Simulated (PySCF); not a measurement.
SbF₅, SMILES [F][Sb]([F])([F])([F])[F].

Coordinates come from a B3LYP-D3(BJ)/def2-SVP optimisation. The isomer is the one that the SMILES or the coordinates give; other isomers of the formula were not compared. The def2 effective core potentials stand for the cores of Sb; spin–orbit coupling is left out.

The numbers are results of ωB97X/def2-TZVP run with PySCF, not measurements.

Isolated molecule, no solvent.

### Question
Estimate the frontier levels, gap, dipole moment and polarisability. (Estimate from the structure and the level; the computed values follow.)

### Answer

```yaml
highest_occupied_level: -14.96 eV
lowest_empty_level: -2.49 eV
orbital_gap: 12.47 eV
dipole_moment: 0.000 e·Å
quadrupole, principal values (traceless, Buckingham form, about the centre of nuclear charge): -3.97, 1.98, 1.98 D·Å
mean_static_polarisability: 34.7 bohr³ (5.14 Å³)
polarisability_principal_values: 33.7, 33.7, 36.7 bohr³
```
